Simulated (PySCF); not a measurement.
# I: ionisation energy

I [Kr] 4d10 5s2 5p5 (2P) → I⁺ [Kr] 4d10 5s2 5p4 (3P), as a difference of total energies. Calculation: PySCF 2.14, in x2c-SVPall (6s5p3d, 36 functions); the spin-free X2C one-electron Hamiltonian (Gaussian nucleus). Correlated levels: valence: [Kr] 4d10 frozen. The calculations carry no spin-orbit coupling.

```tsv
method	ionisation energy (eV)
UHF	9.571
MN15	10.420
TPSS	10.537
MP2 (valence)	10.064
SCS-MP2 (valence)	10.043
CCSD (valence)	10.044
CCSD(T) (valence)	10.046
```

Problem. How much does correlation contribute at CCSD(T) (valence)?

Solution. 10.046 − (9.571) = 0.475 eV, measured against UHF.

Errors of the correlated levels include the incompleteness of this basis and the frozen core.

For comparison: 10.519 eV (measured; NIST levels, between the centres of gravity of the two terms).
